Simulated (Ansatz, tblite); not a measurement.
Removing and adding an electron: Sn₂O₆ (the lowest singlet isomer of a short search). Charge 0, multiplicity 1. Geometry: B3LYP-D4/def2-SVP. Ansatz, gas phase; energy differences of separate SCF runs; the oxidised species was run as a doublet alone; the reduced species was run as a doublet alone.

Cartesian coordinates in Å:
```
Sn 0.983 1.488 -0.580
Sn -1.835 0.103 -0.593
O 1.161 -1.037 0.941
O -0.403 0.627 1.112
O 0.085 -0.567 1.733
O -0.886 1.756 -1.279
O 0.248 -0.676 -1.129
O 0.647 -1.695 -0.204
```

In the def2 sets Sn takes a core potential; there is no spin–orbit coupling. The xTB rows come from tblite. Correlated methods freeze 14 core orbitals; core or outer-core shells of Sn are correlated, in sets that lack core-valence functions. The rows differ in basis, and correlated rows in double-zeta sets carry the largest basis error. In CCSD on the charge 1 doublet the largest single amplitude is 0.41, so its Hartree–Fock determinant may place the open shell otherwise than the density functionals do. The structure holds 4 bonds between oxygen atoms, so isomers without such links may lie far lower. The structure comes from a short search, and lower isomers may exist.

(1) Estimate orbital energies and vertical ionisation energies and electron affinities at: GFN1-xTB; GFN2-xTB; PBE-D4/def2-TZVP; PBE-D4/def2-TZVPD; PBE0-D4/def2-TZVP; PBE0-D4/def2-TZVPD; ωB97X-V/def2-TZVP; CCSD/def2-SVP; CCSD(T)/def2-SVP.

Answers

(1) 
```json
{"level": "GFN1-xTB", "−HOMO (eV)": "11.91", "vertical IE (eV)": "15.00", "−LUMO (eV)": "6.71", "vertical EA (eV)": "3.83", "HOMO–LUMO gap (eV)": "5.20", "IE − EA (eV)": "11.17", "remarks": "–"}
{"level": "GFN2-xTB", "−HOMO (eV)": "11.93", "vertical IE (eV)": "14.97", "−LUMO (eV)": "7.48", "vertical EA (eV)": "4.61", "HOMO–LUMO gap (eV)": "4.45", "IE − EA (eV)": "10.36", "remarks": "–"}
{"level": "PBE-D4/def2-TZVP", "−HOMO (eV)": "5.95", "vertical IE (eV)": "8.52", "−LUMO (eV)": "2.56", "vertical EA (eV)": "–", "HOMO–LUMO gap (eV)": "3.40", "IE − EA (eV)": "–", "remarks": "–"}
{"level": "PBE-D4/def2-TZVPD", "−HOMO (eV)": "5.98", "vertical IE (eV)": "–", "−LUMO (eV)": "2.59", "vertical EA (eV)": "0.50", "HOMO–LUMO gap (eV)": "3.39", "IE − EA (eV)": "–", "remarks": "HOMO above zero (-1 doublet)"}
{"level": "PBE0-D4/def2-TZVP", "−HOMO (eV)": "7.16", "vertical IE (eV)": "8.95", "−LUMO (eV)": "1.81", "vertical EA (eV)": "–", "HOMO–LUMO gap (eV)": "5.35", "IE − EA (eV)": "–", "remarks": "–"}
{"level": "PBE0-D4/def2-TZVPD", "−HOMO (eV)": "7.17", "vertical IE (eV)": "–", "−LUMO (eV)": "1.84", "vertical EA (eV)": "0.40", "HOMO–LUMO gap (eV)": "5.33", "IE − EA (eV)": "–", "remarks": "HOMO above zero (-1 doublet)"}
{"level": "ωB97X-V/def2-TZVP", "−HOMO (eV)": "9.32", "vertical IE (eV)": "9.26", "−LUMO (eV)": "-0.09", "vertical EA (eV)": "–", "HOMO–LUMO gap (eV)": "9.41", "IE − EA (eV)": "–", "remarks": "–"}
{"level": "CCSD/def2-SVP", "−HOMO (eV)": "–", "vertical IE (eV)": "9.05", "−LUMO (eV)": "–", "vertical EA (eV)": "–", "HOMO–LUMO gap (eV)": "–", "IE − EA (eV)": "–", "remarks": "large T1 (0.021) (singlet), large T1 (0.046) (+1 doublet), spin-contaminated (⟨S²⟩ 0.84) (+1 doublet)"}
{"level": "CCSD(T)/def2-SVP", "−HOMO (eV)": "–", "vertical IE (eV)": "8.89", "−LUMO (eV)": "–", "vertical EA (eV)": "–", "HOMO–LUMO gap (eV)": "–", "IE − EA (eV)": "–", "remarks": "large T1 (0.021) (singlet), large T1 (0.046) (+1 doublet), spin-contaminated (⟨S²⟩ 0.84) (+1 doublet)"}
```

Run but left out: HF/def2-SVP, MP2/def2-SVP (charge +1 doublet: a determinant that CCSD turns far, T1 0.046).   A HOMO above zero means that the electron is unbound at that level or that self-interaction error raises the level; the energy of removing that electron tells which. Raw xTB energy differences between charge states are shifted by several eV; the methods need an empirical correction for them.
